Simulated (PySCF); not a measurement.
Al(F)(NCO)(OMe) (C2H3AlFNO2), SMILES C[O][Al]([F])[N]=C=O.

Geometry: B3LYP-D3(BJ)/def2-SVP. The values are those of a single conformer.

Two levels are set side by side: PBE/def2-TZVP (PySCF) and PBE0/def2-TZVP (PySCF). Same geometry, gas phase. Differences are taken from unrounded values.

```json
[
 {"quantity": "orbital gap (eV)", "PBE0": "7.85", "PBE": "5.44", "PBE minus PBE0": "-2.41"},
 {"quantity": "highest occupied level (eV)", "PBE0": "-8.67", "PBE": "-7.14", "PBE minus PBE0": "1.54"},
 {"quantity": "lowest empty level (eV)", "PBE0": "-0.82", "PBE": "-1.69", "PBE minus PBE0": "-0.88"},
 {"quantity": "dipole moment (D)", "PBE0": "2.27", "PBE": "2.21", "PBE minus PBE0": "-0.06"},
 {"quantity": "mean polarisability (bohr³)", "PBE0": "54.6", "PBE": "58.1", "PBE minus PBE0": "3.5"}
]
```

Without exact exchange PBE keeps part of each electron's self-repulsion, which lifts occupied levels and narrows the gap. PBE's more diffuse valence density responds more strongly to a field. Differences between two approximate levels are no errors against the true value.

Rough cost on one machine, each run with all the roots and properties that it gave: PBE0 against PBE within a factor of 2.
